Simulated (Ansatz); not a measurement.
Molecule: sum formula SiNH2Cl3, net charge 0, singlet state. 
Coordinates optimised at B3LYP-D3(BJ)/def2-TZVP (Ansatz, a program for electronic structure):
SMILES: Cl[Si](N)(Cl)Cl
```xyz
7

Si     0.2708     0.0417     0.0361
Cl    -0.1595    -1.3078    -1.4515
Cl    -0.5275    -0.7021     1.7626
Cl    -0.6134     1.8065    -0.4882
N      1.9125     0.3281     0.2928
H      2.4852    -0.3360     0.7888
H      2.4424     0.9139    -0.3326
```

Total electronic energies in hartree. Valence correlation only, unless marked. Spin-orbit coupling is left out. Non-relativistic. Basis-set limits of correlation are two-point, X^-3; Hartree-Fock from the larger set. The bracket is a focal-point correction in the basis named.

```json
[
 {"level": "HF/cc-pV(Q+d)Z", "program": "Ansatz", "energy (Eh)": "-1723.37477"},
 {"level": "RI-HF/cc-pV(T+d)Z", "program": "Ansatz", "energy (Eh)": "-1723.35588"},
 {"level": "revPBE-D4/def2-TZVPD", "program": "Ansatz + dftd4", "energy (Eh)": "-1726.01482"},
 {"level": "BHLYP-D4/def2-TZVPD", "program": "Ansatz + dftd4", "energy (Eh)": "-1726.31003"},
 {"level": "wB97M-V/def2-TZVPD", "program": "Ansatz", "energy (Eh)": "-1726.22954"},
 {"level": "RI-MP2/cc-pV(T+d)Z", "program": "Ansatz", "energy (Eh)": "-1724.24680"},
 {"level": "CCSD/aug-cc-pV(T+d)Z", "program": "Ansatz", "energy (Eh)": "-1724.32242"},
 {"level": "CCSD(T)/aug-cc-pV(D+d)Z", "program": "Ansatz", "energy (Eh)": "-1724.08272"},
 {"level": "RI-MP2/CBS(aug-cc-pV(T+d)Z,aug-cc-pV(Q+d)Z)+[CCSD(T)-MP2]/aug-cc-pV(T+d)Z", "program": "Ansatz", "energy (Eh)": "-1724.5092"}
]
```

Totals of different functionals don't rank their quality; only differences between species are comparable.
